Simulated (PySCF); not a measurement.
**Question.** Give a PBE0-D3(BJ)/def2-SVP geometry of `[BH2][SnH2][B](F)F`.

**Answer.** 
```
atom  x, y, z in Å
B1     1.779   -0.269    0.080
Sn2   -0.011    1.063   -0.175
B3    -1.903   -0.167    0.076
F4    -2.476   -0.354    1.247
F5    -2.475   -0.748   -0.958
H6     2.202   -0.521    1.182
H7     2.318   -0.773   -0.875
H8    -0.037    2.314    0.998
H9    -0.058    1.768   -1.740
```

Orientation and origin are arbitrary. Atoms count from 1 in this order. B1 (three-coordinate boron) is planar (angles 120.9°, 120.5° and 118.6°, sum 360.0°, 0.01 Å off the plane of its three neighbours). Sn2 (tin bonded to 2 B and 2 H) is tetrahedral (angles from 107.5° to 111.7°). B3 (three-coordinate boron) is planar (angles 122.6°, 120.9° and 116.5°, sum 360.0°, 0.01 Å off the plane of its three neighbours). The B–Sn distances run from 2.246 Å (B1–Sn2, drawn single) to 2.270 Å (Sn2–B3, drawn single), a spread of 0.024 Å.

Bonds between heavy atoms (Å): B1–Sn2 2.246, Sn2–B3 2.270, B3–F4 1.317, B3–F5 1.317.

Level of theory: PySCF, PBE0-D3(BJ)/def2-SVP geometry optimisation, gas phase, def2 core potentials past Kr.

Point group: near Cs, missed by 0.17 Å at most; the miss may be what the optimiser left on a soft mode. PBE0-D3(BJ)/def2-SVP frequencies: not computed here. The numbers are those of one conformer (H–B1–Sn2–B3 -84° and 95°, B1–Sn2–B3–F4 89°).

The run took 57 s on Arm Neoverse N1, one thread, shared host, and the process peaked at 0.42 GiB of memory. This is the geometry optimisation.
